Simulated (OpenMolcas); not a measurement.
**N+, P+, As+, Sb+, Bi+: ns² np² down the group**

```yaml
Program: OpenMolcas
Method: CASSCF
Basis: ANO-R2
Scalar_Hamiltonian: X2C, finite nucleus
Spin-orbit_coupling: RASSI with atomic mean-field integrals over the reference wave functions, term energies averaged over their components
```

Active space for each ion: 2 electrons in 3 orbitals (p).

Computed levels in cm-1 above ³P₀:

```
                               Level     N+     P+    As+    Sb+    Bi+
                                 ³P₁   47.1    146    890   2427  10471
                                 ³P₂    140    424   2260   5086  15212
                                 ¹D₂  17793  11596  12452  14170  30079
                                 ¹S₀  43844  28327  28332  28299  43466
weight of ³P in the lowest level (%)    100    100     99     97     88
```

Mixed levels, with the weight of the term that names them: Bi+ ³P₂ (63 %), Bi+ ¹D₂ (63 %).

Measured, with the error of the calculation in %. Measured levels: N+, P+, As+, Sb+ from NIST Handbook of Basic Atomic Spectroscopic Data.

```csv
Level,N+,P+,As+,Sb+
³P₁,48.7 (-3.1),165 (-11.3),1063 (-16.3),3055 (-20.5)
³P₂,131 (+7.4),469 (-9.6),2541 (-11.1),5658 (-10.1)
¹D₂,15316 (+16.2),8882 (+30.5),10096 (+23.3),12790 (+10.8)
¹S₀,32689 (+34.1),21576 (+31.3),22599 (+25.4),23906 (+18.4)
```

The fine-structure level ³P₂ changes by a factor of 109 from N+ to Bi+.

Without spin-orbit coupling ¹D lies 17699, 11305, 10717, 9460, 9087 cm-1 above ³P in that order; the difference to the level ¹D₂, of either sign, comes from spin-orbit coupling, which also lowers the zero.

With the s shell closed, the reference lacks s² → p² mixing. Without dynamic correlation excited terms often stand tens of per cent too high (terms of higher spin than the ground term too low), and those without a measured partner can miss by more than the paired ones (holds for N+; P+; As+). Measured partners are found by configuration, term and J. A level has none where our copy of the source lacks it or the pairing is in doubt (some pairs that miss far off the trend of their configuration count as doubtful), and it then counts in no deviation. Only configurations of the active space appear.
